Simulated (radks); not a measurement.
Results of a calculation; reference values are marked as such.
Question: Isoelectronic series with 9 electrons, each ion in its NIST ground configuration. Level of theory: non-relativistic Kohn-Sham, BLYP, spin-polarised, spherical densities, point nucleus; open shells are filled with parallel spins first (a radial shooting solver on a logarithmic mesh with Libxc functionals). Total energies (hartree) and mean radii <r> (bohr):

ion    configuration  E (hartree)  2p down   2p up
F       [He] 2s2 2p5    -99.75809    1.130   1.089
Ne+     [He] 2s2 2p5   -128.16456   0.8944  0.8760
Mg3+    [He] 2s2 2p5   -196.28556   0.6459  0.6388
Al4+    [He] 2s2 2p5   -235.98657   0.5692  0.5641
Si5+    [He] 2s2 2p5   -279.44385   0.5093  0.5055
P6+     [He] 2s2 2p5   -326.65575   0.4611  0.4581
S7+     [He] 2s2 2p5   -377.62119   0.4214  0.4190
Ar9+    [He] 2s2 2p5   -490.80980   0.3598  0.3581
K10+    [He] 2s2 2p5   -553.03200   0.3353  0.3339
Ca11+   [He] 2s2 2p5   -619.00567   0.3140  0.3128
Sc12+   [He] 2s2 2p5   -688.73057   0.2953  0.2943
Ti13+   [He] 2s2 2p5   -762.20650   0.2787  0.2778
V14+    [He] 2s2 2p5   -839.43332   0.2639  0.2631
Cr15+   [He] 2s2 2p5   -920.41089   0.2506  0.2498
Mn16+   [He] 2s2 2p5  -1005.13911   0.2385  0.2379
Fe17+   [He] 2s2 2p5  -1093.61790   0.2276  0.2270
Co18+   [He] 2s2 2p5  -1185.84718   0.2177  0.2171
Ni19+   [He] 2s2 2p5  -1281.82691   0.2085  0.2080
Cu20+   [He] 2s2 2p5  -1381.55702   0.2001  0.1997
Zn21+   [He] 2s2 2p5  -1485.03748   0.1924  0.1920
Ga22+   [He] 2s2 2p5  -1592.26824   0.1853  0.1849

Estimate the row of Cl8+ ([He] 2s2 2p5).

Answer: E (hartree) -432.33939; 2p down 0.3881; 2p up 0.3862.
